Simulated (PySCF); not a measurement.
Molfile (atoms numbered from 1):
```
C8H8O4
     RDKit          3D

 20 20  0  0  0  0  0  0  0  0999 V2000
   -2.4641   -0.3601   -1.2833 C   0  0  0  0  0  0  0  0  0  0  0  0
   -2.1334   -0.2198   -0.0144 C   0  0  0  0  0  0  0  0  0  0  0  0
   -0.7965   -0.5313    0.6093 C   0  0  2  0  0  0  0  0  0  0  0  0
   -0.3969    0.5516    1.4586 O   0  0  0  0  0  0  0  0  0  0  0  0
    0.2356    1.5826    0.8819 C   0  0  0  0  0  0  0  0  0  0  0  0
    0.6754    2.4848    1.5318 O   0  0  0  0  0  0  0  0  0  0  0  0
    0.3582    1.5555   -0.6580 C   0  0  0  0  0  0  0  0  0  0  0  0
    0.3730    2.5609   -1.3058 O   0  0  0  0  0  0  0  0  0  0  0  0
    0.4575    0.3511   -1.2367 O   0  0  0  0  0  0  0  0  0  0  0  0
    0.3431   -0.7851   -0.3892 C   0  0  1  0  0  0  0  0  0  0  0  0
    1.6200   -1.0999    0.3466 C   0  0  0  0  0  0  0  0  0  0  0  0
    2.7002   -0.3430    0.3484 C   0  0  0  0  0  0  0  0  0  0  0  0
   -1.7850   -0.7248   -2.0346 H   0  0  0  0  0  0  0  0  0  0  0  0
   -3.4518   -0.1038   -1.6253 H   0  0  0  0  0  0  0  0  0  0  0  0
   -2.8436    0.1660    0.7050 H   0  0  0  0  0  0  0  0  0  0  0  0
   -0.9024   -1.3849    1.2910 H   0  0  0  0  0  0  0  0  0  0  0  0
    0.0860   -1.6194   -1.0513 H   0  0  0  0  0  0  0  0  0  0  0  0
    1.5766   -2.0234    0.9065 H   0  0  0  0  0  0  0  0  0  0  0  0
    2.7673    0.5759   -0.2113 H   0  0  0  0  0  0  0  0  0  0  0  0
    3.5758   -0.6220    0.9073 H   0  0  0  0  0  0  0  0  0  0  0  0
  1  2  2  0
  2  3  1  0
  3  4  1  0
  4  5  1  0
  5  6  2  0
  5  7  1  0
  7  8  2  0
  7  9  1  0
  9 10  1  0
 10 11  1  0
 11 12  2  0
 10  3  1  0
  1 13  1  0
  1 14  1  0
  2 15  1  0
  3 16  1  1
 10 17  1  6
 11 18  1  0
 12 19  1  0
 12 20  1  0
M  END
```

Theory: geometry: GFN2-xTB, NMR shieldings at PBE0/pcSseg-1/GIAO, in PySCF 2.14.0 with density-fitted response routines (single conformer, no relativistic terms, in vacuum, one averaged value for each set of equivalent atoms).

Scale: TMS for $^{13}$C (186.93 ppm) and $^{1}$H (31.72 ppm); $^{17}$O (336.08 ppm) vs H2O (reference shieldings calculated alike).

```json
{"atoms": "C5/C7", "nucleus": "$^{13}$C", "count": "2", "Hirshfeld charge": "0.19", "δ (ppm)": "160.0"}
{"atoms": "H14/H20", "nucleus": "$^{1}$H", "count": "2", "Hirshfeld charge": "0.06", "δ (ppm)": "?"}
{"atoms": "H15/H18", "nucleus": "$^{1}$H", "count": "2", "Hirshfeld charge": "0.05", "δ (ppm)": "6.18"}
{"atoms": "C1/C12", "nucleus": "$^{13}$C", "count": "2", "Hirshfeld charge": "-0.08", "δ (ppm)": "?"}
{"atoms": "H13/H19", "nucleus": "$^{1}$H", "count": "2", "Hirshfeld charge": "0.05", "δ (ppm)": "5.90"}
{"atoms": "O4/O9", "nucleus": "$^{17}$O", "count": "2", "Hirshfeld charge": "-0.09", "δ (ppm)": "222.2"}
{"atoms": "C2/C11", "nucleus": "$^{13}$C", "count": "2", "Hirshfeld charge": "-0.05", "δ (ppm)": "140.7"}
{"atoms": "C3/C10", "nucleus": "$^{13}$C", "count": "2", "Hirshfeld charge": "0.05", "δ (ppm)": "78.8"}
{"atoms": "O6/O8", "nucleus": "$^{17}$O", "count": "2", "Hirshfeld charge": "-0.23", "δ (ppm)": "?"}
{"atoms": "H16/H17", "nucleus": "$^{1}$H", "count": "2", "Hirshfeld charge": "0.06", "δ (ppm)": "5.10"}
```

Fill in the missing shifts.

## Answers


- C1/C12: 129.5 ppm, terminal =CH2 carbon; the olefinic region
- H14/H20: 6.00 ppm, hydrogen on a terminal =CH2 carbon; a vinylic proton, deshielded by the sp2 carbon and the C=C anisotropy
- O6/O8: 479.7 ppm, ester carbonyl oxygen

Shifts are as computed. Against solution values, carbons near 30 ppm lie about +3 ppm off and those near 130 ppm about +5 ppm. Of 1211 compounds with measured shifts, 218 miss one by over three times the rms of a fit or turn the order of signals round; such compounds aren't used in these exercises. Unscaled 17O shifts of doubly bonded oxygen tend to come out too high, by tens of ppm or more. Experimental scales use liquid or dissolved standards, which lie at an offset from isolated H2O (liquid H2O: subtract about 36 ppm).
